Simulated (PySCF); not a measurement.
PySCF input for HSSi, SMILES [Si]=[SH+] (connectivity only; charge and spin as stated), charge +1, multiplicity 1, TDA-PBE0/def2-TZVPD. Coordinates come from a PBE0-D3(BJ)/def2-TZVP optimisation. The isomer is the one that the SMILES or the coordinates give; other isomers of the formula were not compared.

```python
import numpy as np
from pyscf import gto, scf, dft, tdscf

mol = gto.M(
    atom='''
    Si   -0.00155050    1.12295544    0.00000000
    S    -0.07894358   -0.92682398    0.00000000
    H     1.28480436   -0.89219251    0.00000000
    ''',
    basis='def2-TZVPD',
    charge=1,
    spin=0,
    symmetry=True,
    max_memory=1600,
    verbose=4,
)
mf = dft.RKS(mol, xc='pbe0').density_fit(auxbasis='def2-universal-jkfit')
mf.grids.level = 3
mf.conv_tol = 1e-9
mf.max_cycle = 100
mf.kernel()
mf.grids = dft.Grids(mol).set(level=1).build(with_non0tab=True)  # coarser grid for the response kernel
td = tdscf.TDA(mf)
td.singlet = True
td.nstates = 10
td.conv_tol = 1e-4
td.kernel(x0=td.get_init_guess(mf, 15))
td.analyze()
tt = tdscf.TDA(mf)
tt.singlet = False
tt.nstates = 4
tt.conv_tol = 1e-4
tt.kernel(x0=tt.get_init_guess(mf, 9))
tt.analyze(verbose=3)
```

Program output:

```
PySCF version 2.14.0

[INPUT] verbose = 4
[INPUT] num. atoms = 3
[INPUT] num. electrons = 30
[INPUT] charge = 1
[INPUT] spin (= nelec alpha-beta = 2S) = 0
[INPUT] symmetry True subgroup None
[INPUT] Mole.unit = angstrom
[INPUT] Symbol           X                Y                Z      unit          X                Y                Z       unit  Magmom
[INPUT]  1 Si    -0.001550500000   1.122955440000   0.000000000000 AA   -0.002930020356   2.122078231690   0.000000000000 Bohr   0.0
[INPUT]  2 S     -0.078943580000  -0.926823980000   0.000000000000 AA   -0.149181745493  -1.751443487879   0.000000000000 Bohr   0.0
[INPUT]  3 H      1.284804360000  -0.892192510000   0.000000000000 AA    2.427928364047  -1.685999494288   0.000000000000 Bohr   0.0

nuclear repulsion = 67.0926935721536
point group symmetry = Cs
symmetry origin: [ 4.87671258e-09 -1.82876728e-09  0.00000000e+00]
symmetry axis x: [ 1.00000000e+00 -9.07678467e-10  0.00000000e+00]
symmetry axis y: [9.07678467e-10 1.00000000e+00 0.00000000e+00]
symmetry axis z: [0. 0. 1.]
num. orbitals of irrep A' = 67
num. orbitals of irrep A" = 31
number of shells = 36
number of NR pGTOs = 152
number of NR cGTOs = 98
basis = def2-TZVPD
ecp = {}


[settings echo left out]
init E= -688.062271539451
HOMO (A') = -0.285388665375137  LUMO (A') = -0.122359237934269  gap/eV = 4.43626
cycle= 1 E= -687.684304701934  delta_E= 0.378  |g|= 0.318  |ddm|=  1.3
HOMO (A") = -0.541941112346366  LUMO (A') = -0.407861346461107  gap/eV = 3.64850
cycle= 2 E= -687.622767258568  delta_E= 0.0615  |g|= 0.544  |ddm|= 0.975
HOMO (A') = -0.557932436363028  LUMO (A') = -0.363582933647653  gap/eV = 5.28852
cycle= 3 E= -687.724754143095  delta_E= -0.102  |g|= 0.0666  |ddm|= 0.545
HOMO (A') = -0.545576539620946  LUMO (A') = -0.353293143302039  gap/eV = 5.23230
cycle= 4 E= -687.725669347661  delta_E= -0.000915  |g|= 0.0129  |ddm|= 0.0763
HOMO (A') = -0.544769372393112  LUMO (A') = -0.351477711062177  gap/eV = 5.25973
cycle= 5 E= -687.725702046802  delta_E= -3.27e-05  |g|= 0.00353  |ddm|= 0.0126
HOMO (A') = -0.544655458255527  LUMO (A') = -0.35129201014659  gap/eV = 5.26169
cycle= 6 E= -687.725705466082  delta_E= -3.42e-06  |g|= 0.0013  |ddm|= 0.00446
HOMO (A') = -0.544649238495435  LUMO (A') = -0.351293052897294  gap/eV = 5.26149
cycle= 7 E= -687.725706039264  delta_E= -5.73e-07  |g|= 0.000299  |ddm|= 0.00131
HOMO (A') = -0.544680803586012  LUMO (A') = -0.351327500420854  gap/eV = 5.26141
cycle= 8 E= -687.725706068197  delta_E= -2.89e-08  |g|= 2.72e-05  |ddm|= 0.000253
HOMO (A') = -0.544682982145776  LUMO (A') = -0.351329696211245  gap/eV = 5.26141
cycle= 9 E= -687.725706068863  delta_E= -6.65e-10  |g|= 4.74e-06  |ddm|= 6.63e-05
HOMO (A') = -0.544682022501487  LUMO (A') = -0.351328551474975  gap/eV = 5.26142
Extra cycle  E= -687.725706068881  delta_E= -1.81e-11  |g|= 4.17e-06  |ddm|= 1.48e-05
converged SCF energy = -687.725706068881
tot grids = 15200


******** <class 'pyscf.tdscf.rks.TDA'> for <class 'pyscf.df.df_jk.DFSymAdaptedRKS'> ********
nstates = 10 singlet
deg_eia_thresh = 1.000e-03
wfnsym = None
conv_tol = 0.0001
eigh lindep = 1e-12
eigh level_shift = 0
eigh max_cycle = 100


Excitation energies (eV)
[3.75427119 4.01611109 4.67161566 5.42383917 7.28567262 7.35929583
 7.69010563 7.69166257 8.11517979 9.36586039]

** Singlet excitation energies and oscillator strengths **
Excited State   1:   A"      3.75427 eV    330.25 nm  f=0.0003
      14 -> 16        0.70583
Excited State   2:   A'      4.01611 eV    308.72 nm  f=0.0291
      15 -> 16       -0.69505
Excited State   3:   A"      4.67162 eV    265.40 nm  f=0.0283
      15 -> 17        0.69739
Excited State   4:   A'      5.42384 eV    228.59 nm  f=0.0700
      13 -> 16       -0.19606
      14 -> 17        0.64160
      15 -> 19       -0.17370
Excited State   5:   A"      7.28567 eV    170.18 nm  f=0.0044
      14 -> 18        0.69022
      14 -> 19        0.12927
Excited State   6:   A'      7.35930 eV    168.47 nm  f=0.0026
      13 -> 16       -0.48602
      15 -> 18        0.47318
      15 -> 19        0.17587
Excited State   7:   A"      7.69011 eV    161.23 nm  f=0.0099
      12 -> 17       -0.11988
      13 -> 17        0.68869
Excited State   8:   A'      7.69166 eV    161.19 nm  f=0.0032
      13 -> 16        0.39029
      15 -> 18        0.51191
      15 -> 19       -0.24036
Excited State   9:   A"      8.11518 eV    152.78 nm  f=0.0319
      14 -> 18       -0.13224
      14 -> 19        0.68393
Excited State  10:   A'      9.36586 eV    132.38 nm  f=0.1633
      12 -> 16        0.58426
      13 -> 16        0.12993
      13 -> 18       -0.11490
      14 -> 21       -0.19972
      15 -> 19        0.20818
      15 -> 22       -0.10944
      15 -> 26        0.11633

** Transition electric dipole moments (AU) **
state          X           Y           Z        Dip. S.      Osc.
  1        -0.0000      0.0000      0.0559      0.0031      0.0003
  2        -0.5370      0.0860     -0.0000      0.2957      0.0291
  3         0.0000     -0.0000      0.4974      0.2474      0.0283
  4        -0.1195      0.7160     -0.0000      0.5269      0.0700
  5        -0.0000     -0.0000      0.1577      0.0249      0.0044
  6        -0.1049     -0.0583     -0.0000      0.0144      0.0026
  7         0.0000      0.0000      0.2290      0.0524      0.0099
  8         0.1074      0.0741     -0.0000      0.0170      0.0032
  9         0.0000      0.0000     -0.4004      0.1603      0.0319
 10         0.4061      0.7395     -0.0000      0.7118      0.1633

** Transition velocity dipole moments (imaginary part, AU) **
state          X           Y           Z        Dip. S.      Osc.
  1        -0.0000      0.0000     -0.0154      0.0002      0.0011
  2        -0.0113     -0.0085     -0.0000      0.0002      0.0009
  3        -0.0000     -0.0000      0.0199      0.0004      0.0015
  4        -0.0190     -0.0265     -0.0000      0.0011      0.0036
  5        -0.0000     -0.0000      0.0794      0.0063      0.0157
  6         0.0001      0.0218      0.0000      0.0005      0.0012
  7         0.0000      0.0000     -0.0153      0.0002      0.0006
  8         0.0073     -0.0779      0.0000      0.0061      0.0144
  9         0.0000     -0.0000     -0.1233      0.0152      0.0340
 10        -0.0049      0.1694     -0.0000      0.0287      0.0556

** Transition magnetic dipole moments (imaginary part, AU) **
state          X           Y           Z
  1        -0.1196     -0.3434      0.0000
  2        -0.0000     -0.0000     -1.3636
  3        -1.5671      0.0392     -0.0000
  4        -0.0000     -0.0000     -0.1864
  5         0.1467      0.3296      0.0000
  6        -0.0000     -0.0000      0.2166
  7        -0.2424     -0.2485     -0.0000
  8        -0.0000     -0.0000      0.4079
  9         0.1692      0.0182     -0.0000
 10        -0.0000     -0.0000      0.8073


******** <class 'pyscf.tdscf.rks.TDA'> for <class 'pyscf.df.df_jk.DFSymAdaptedRKS'> ********
nstates = 4 triplet
deg_eia_thresh = 1.000e-03
wfnsym = None
conv_tol = 0.0001
eigh lindep = 1e-12
eigh level_shift = 0
eigh max_cycle = 100


Excitation energies (eV)
[2.54025099 3.19200283 3.46428409 3.58363655]

** Triplet excitation energies and oscillator strengths **
Excited State   1:   A'      2.54025 eV    488.08 nm  f=0.0000
Excited State   2:   A"      3.19200 eV    388.42 nm  f=0.0000
Excited State   3:   A"      3.46428 eV    357.89 nm  f=0.0000
Excited State   4:   A'      3.58364 eV    345.97 nm  f=0.0000
```

The calculation finished and met its thresholds.
